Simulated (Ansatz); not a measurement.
Calculated with Ansatz (gas phase, PBE0-D4/def2-TZVP geometries, no zero-point term in ΔE). CBS: MP2 limit from def2 TZ/QZ plus the TZ coupled-cluster correction, frozen cores. This one scheme is used for every species. Functionals use def2-TZVPP. For Zn outer-core shells are correlated without core-valence functions, which leaves a few kJ/mol of doubt a bond. Scalar relativity is left out up to krypton.

Consider the cleavage of the Zn–Si bond: `[AlH2][SiH2][ZnH]` + CH₃SH → `C[S][ZnH]` + `[AlH2][SiH3]`.

| level | ΔE (kcal/mol) |
| --- | --- |
| PBE-D4 | -8.8 |
| BLYP-D4 | -10.6 |
| r2SCANh-D4 | -10.8 |
| CCSD(T)/def2-TZVPP | -10.9 |

(1) What does CCSD(T)/CBS give? (Best estimate.)

Largest T1 diagnostic among the species: 0.015.

## Answers

(1) Computed: -11.8 kcal/mol. The listed levels differ from it by 3.0, 1.2, 1.0, 0.9 kcal/mol.

From PBE to PBE0 (25 % exact exchange), in def2-TZVPP and without D4, ΔE moves by −0.8 kcal/mol. At CCSD(T), def2-SVP lies +2.6 kcal/mol from the extrapolated value and def2-TZVPP +0.9 kcal/mol. Leaving LDA and LC-ωPBE aside and taking each functional with its dispersion term where it has one, the values, not all of them listed here, spread over 3.3 kcal/mol, from BHLYP-D4 to PBE-D4.
